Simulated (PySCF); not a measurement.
Simulated characterisation data

Level of theory: GFN2-xTB geometry, spin–spin couplings from B3LYP/pcJ-1 (spin–dipole term left out of most H,H and C,H couplings), NMR shieldings at PBE0/pcSseg-1/GIAO, in PySCF (non-relativistic, a single conformation, rapidly exchanging positions averaged, no solvent).

Scale: $^{1}$H, $^{13}$C vs TMS (reference shieldings calculated alike). Multiplet labels drop J under 1 Hz and among equivalent protons, and merge close values. Unscaled 3J(H,H) run several per cent high. Splittings of carbon signals by F and P are missing where no couplings were computed. Where no couplings were computed, multiplicities follow the n + 1 count of equivalent neighbours, and m marks all less simple cases (inequivalent or close neighbours, rings, F or P nearby). One-bond C–F couplings are unscaled and too large by tens of Hz. Shifts are as computed. Against solution values, carbons near 30 ppm lie about +3 ppm off and those near 130 ppm about +5 ppm. Of 1211 compounds with measured shifts, 218 miss one by over three times the rms of a fit or turn the order of signals round; such compounds aren't used in these exercises.

**1.** `FC(COC)(F)F`, C3H5F3O. $^{1}$H NMR (500 MHz, computed): δ 3.93 (q, J = 8.3 Hz, 2H), 3.64 (q, J = 1.5 Hz, 3H). $^{13}$C{$^{1}$H} NMR (computed): δ 133.8 (q, J = 354.0 Hz), 75.1 (q, J = 31.7 Hz), 61.7.

**2.** `InChI=1S/C8H9FO2/c1-4-8(5-9)6(2)11-7(3)10/h4-5H,1-2H2,3H3/b8-5+`. $^{1}$H NMR (500 MHz, computed): δ 7.08 (m, 1H), 7.02 (m, 1H), 5.52 (m, 1H), 5.43 (m, 1H), 5.06 (m, 1H), 5.00 (m, 1H), 2.07 (s, 3H). $^{13}$C{$^{1}$H} NMR (computed): δ 172.6, 161.2, 159.2, 136.3, 131.0, 120.9, 107.4, 23.3.
